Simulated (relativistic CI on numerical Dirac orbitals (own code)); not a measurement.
## d8 in a ligand field

Computed with a parametric ligand-field model of a d^n configuration (Racah B and C, spin-orbit zeta, crystal field), exact diagonalisation.

Field parameters in Wybourne normalisation: D3d B²₀ = −7Dσ, B⁴₀ = −14Dq − 21Dτ, B⁴₃ = −14√(10/7) Dq; Oh B⁴₀ = 21Dq, B⁴₄ = √(5/14) B⁴₀; Td as Oh with Dq negative (B⁴₀ = 21Dq, B⁴₄ = √(5/14) B⁴₀). The field is a parameter set, without covalency.

Question: Ground term and bands for B = 460, C = 1730, ζ = 0 cm⁻¹, D3d, 10Dq = 29750, Dσ = 1200, Dτ = -330 cm⁻¹?

Answer: Ground term 3A2 with 2.01 electrons in the two orbitals of the cubic e set. Spin-allowed: 3A1 28362 cm⁻¹ (353 nm), 3E 28922 cm⁻¹ (346 nm), 3E 33810 cm⁻¹ (296 nm), 3A2 34220 cm⁻¹ (292 nm). Lowest spin-forbidden: 1E 7052 cm⁻¹ (1418 nm), 1A1 13479 cm⁻¹ (742 nm), 1A1 35255 cm⁻¹ (284 nm).

Question: Ground term and bands for B = 730, C = 3470, ζ = 0 cm⁻¹, Td, 10Dq = -3800 cm⁻¹?

Answer: Ground term 3T1 with 3.88 electrons in the two orbitals of the cubic e set. Spin-allowed: 3T2 3212 cm⁻¹ (3113 nm), 3A2 7012 cm⁻¹ (1426 nm), 3T1 13575 cm⁻¹ (737 nm). Lowest spin-forbidden: 1T2 11499 cm⁻¹ (870 nm), 1E 12092 cm⁻¹ (827 nm), 1T2 17416 cm⁻¹ (574 nm).

Question: Ground term and bands for B = 810, C = 3400, ζ = 0 cm⁻¹, D3d, 10Dq = 14700, Dσ = 1200, Dτ = 20 cm⁻¹?

Answer: Ground term 3A2 with 2.01 electrons in the two orbitals of the cubic e set. Spin-allowed: 3A1 13767 cm⁻¹ (726 nm), 3E 15288 cm⁻¹ (654 nm), 3E 22319 cm⁻¹ (448 nm), 3A2 22806 cm⁻¹ (438 nm). Lowest spin-forbidden: 1E 12946 cm⁻¹ (772 nm), 1A1 22272 cm⁻¹ (449 nm), 1A1 26451 cm⁻¹ (378 nm).

Question: A d8 ion in Oh symmetry has the ground term 3A2 and bands at 3T2 4100 cm⁻¹ (2439 nm), 1E 5369 cm⁻¹ (1862 nm), 3T1 6566 cm⁻¹ (1523 nm), 1A1 8911 cm⁻¹ (1122 nm), 1T2 9342 cm⁻¹ (1070 nm), 3T1 10684 cm⁻¹ (936 nm). Which parameters reproduce them?

Answer: B = 330, C = 1440, ζ = 0 cm⁻¹, Oh, 10Dq = 4100 cm⁻¹.

Question: Ground term and bands for B = 400, C = 2040, ζ = 0 cm⁻¹, Oh, 10Dq = 26500 cm⁻¹?

Answer: Ground term 3A2 with 2.00 electrons in the two orbitals of the cubic e set. Spin-allowed: 3T2 26500 cm⁻¹ (377 nm), 3T1 31051 cm⁻¹ (322 nm), 3T1 54449 cm⁻¹ (184 nm). Lowest spin-forbidden: 1E 7244 cm⁻¹ (1380 nm), 1A1 13706 cm⁻¹ (730 nm), 1T2 33709 cm⁻¹ (297 nm). With an A2 ground term the first spin-allowed band lies at |10Dq| itself.
